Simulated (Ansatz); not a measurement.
The B1–H2 bond of BH3Se (SMILES B[SeH]) is stretched (multiplicity 1, the rest rigid).
Geometry at rest (charge 0, multiplicity 1):
| atom | x (Å) | y (Å) | z (Å) |
|---|---|---|---|
| B | 0.4501 | -0.0398 | -1.5025 |
| H | -0.2892 | -0.5600 | -2.2704 |
| H | 1.4866 | 0.4372 | -1.8194 |
| Se | -0.1317 | -0.0109 | 0.3152 |
| H | 1.0302 | 0.6917 | 0.8871 |

Correlated levels freeze the cores. Filled d and f shells under p-block atoms count as core.

Codes used: Ansatz (Gaussian basis) for Hartree–Fock, density functionals and correlated methods. Each number belongs to the level named beside it.

FIC-MRCISD+Q on CASSCF(2,2)/cc-pVTZ, total energies (hartree):

```json
[
 {"R (Å)": "1.186", "CASSCF": "-2426.346656", "MRCISD": "-2426.606079", "weight c² of the reference": "0.89637"},
 {"R (Å)": "2.076", "CASSCF": "-2426.253080", "MRCISD": "-2426.502665", "weight c² of the reference": "0.89524"},
 {"R (Å)": "3.795", "CASSCF": "-2426.191459", "MRCISD": "-2426.434339", "weight c² of the reference": "0.89655"}
]
```

Problem. Add the Davidson correction (E_MRCISD − E_CASSCF)(1 − c²)/c² and give the energies above the first point at the three levels.

Solution. 
Corrections (hartree): -0.029991, -0.029206, -0.028025. Above the first point (kcal/mol):
- R = 2.076 Å: CASSCF 58.7, MRCISD 64.9, with the correction 65.4
- R = 3.795 Å: CASSCF 97.4, MRCISD 107.8, with the correction 109.0

Ansatz is a program for electronic structure.
